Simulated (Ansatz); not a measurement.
Process, species as SMILES: CO[SiH3] → CO[SiH2] + H atom (the H-Si bond at the site shown breaks; other sites are not compared here)
Structures are relaxed separately at B3LYP-D3(BJ)/def2-TZVP in Ansatz (an electronic-structure program), one conformer each, not searched for the lowest.

Property: bond dissociation energy (electronic energy difference), in eV. Correlated levels leave the core frozen unless marked. Open shells are spin-unrestricted. No spin-orbit coupling. Non-relativistic. CBS(X,Y): correlation extrapolated as X^-3; Hartree-Fock from the larger set.

| level | program | bond dissociation energy (eV) |
|---|---|---|
| B3LYP/def2-TZVPD | Ansatz | 4.11 |

Task: Predict the CCSD(T)/CBS(aug-cc-pV(T+d)Z,aug-cc-pV(Q+d)Z) result (Ansatz).

Result: 4.24 eV
